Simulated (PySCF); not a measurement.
PySCF 2.14 output of a UHF calculation on a single atom or ion in jorge-DZP-DKH (4s2p1d, 15 functions), with the spin-free X2C one-electron Hamiltonian (Gaussian nucleus):

```
SCF conv_tol = 1e-09
number electrons alpha = 5  beta = 3
cycle= 1 E= -98.9074004339587  delta_E= -0.00297  |g|= 0.0215  |ddm|= 0.0255
cycle= 2 E= -98.9075009730165  delta_E= -0.000101  |g|= 0.00413  |ddm|= 0.00506
cycle= 3 E= -98.9075054977797  delta_E= -4.52e-06  |g|= 0.000357  |ddm|= 0.00166
cycle= 4 E= -98.9075056078128  delta_E= -1.1e-07  |g|= 4.82e-05  |ddm|= 0.000517
cycle= 5 E= -98.907505609502  delta_E= -1.69e-09  |g|= 1.12e-05  |ddm|= 6.41e-05
cycle= 6 E= -98.9075056095779  delta_E= -7.59e-11  |g|= 1.4e-06  |ddm|= 1.36e-05
converged SCF energy = -98.9075056095779  <S^2> = 2.003869  2S+1 = 3.0025782
```

The run itself started from symmetry-adapted Hartree-Fock orbitals and held the occupation by maximum overlap, so the iterations belong to that start.

Which element, charge and spin multiplicity is this?

F⁺ (fluorine, charge +1), multiplicity 3; the state was [He] 2s2 2p4, high-spin 3P determinant.
